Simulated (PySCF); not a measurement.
Dy(NO3)3 at several levels of theory

Computed with PySCF 2.14.0 (density fitting, no spin-orbit coupling) at the geometry relaxed with TPSS:

```xyz
13
Dy(NO3)3 (singlet in the valence; each metal's 4f electrons, 9 of them, lie in its core potential, out of spins and levels)
Dy    0.0000    0.0000    0.0000
O     2.0609    0.1823    1.0765
O     2.0609   -0.1824   -1.0765
N     2.7800    0.0000    0.0000
O     3.9774    0.0000    0.0000
O    -1.1884    1.6937    1.0765
O    -0.8725    1.8760   -1.0765
N    -1.3900    2.4076    0.0000
O    -1.9887    3.4445    0.0000
O    -0.8726   -1.8760    1.0765
O    -1.1884   -1.6936   -1.0765
N    -1.3900   -2.4076    0.0000
O    -1.9887   -3.4445    0.0000
```

```csv
level,basis,state,HOMO (eV),gap (eV),charge on Dy1 (e),population of f-type functions on Dy1 (polarisation alone where 4f lies in the core),dipole about the centre of mass (D),largest force component (eV/Å)
TPSS,"Dy lcecp-1-SVP with ECP55, O def2-SVP, N def2-SVP",singlet,-7.77,3.90,1.24,0.06,0.00,0.03
```

In the lcecp rows the 4f levels are missing from HOMO and gap, and the state counts the valence alone.

Charges are Mulliken's, which hang on the basis. The relaxation used the grid (50, 194), these runs (75, 302) or, all-electron (x2c bases, spin-free X2C Hamiltonian), (99, 590).

Order these levels, in the first row's basis, by the HOMO–LUMO gap they give here, smallest first.
A. r2SCAN
B. PBE
C. HF
D. PBE0

B (3.67 eV), A (4.17 eV), D (6.47 eV), C (15.38 eV).

And their other results?


| level | state | HOMO (eV) | gap (eV) | charge on Dy1 (e) | population of f-type functions on Dy1 (polarisation alone where 4f lies in the core) | dipole about the centre of mass (D) | largest force component (eV/Å) |
| --- | --- | --- | --- | --- | --- | --- | --- |
| PBE0 | singlet | -9.57 | 6.47 | 1.36 | 0.06 | 0.00 | 1.87 |
| r2SCAN | singlet | -8.14 | 4.17 | 1.33 | 0.06 | 0.00 | 0.94 |
| PBE | singlet | -7.58 | 3.67 | 1.12 | 0.06 | 0.00 | 0.09 |
| HF | singlet | -14.49 | 15.38 | 1.84 | 0.06 | 0.00 | 5.15 |

In the first row's basis the gap widens with exact exchange: 3.7 to 4.2 eV for PBE, TPSS, r2SCAN (none); 6.5 eV for PBE0 (a fixed share); 15.4 eV for Hartree–Fock (rising or full at long range).

No frequency check is given that shows the relaxed geometry to be a minimum. An lcecp potential fixes the number of 4f electrons, so in runs with it no electron can move into or out of that shell.
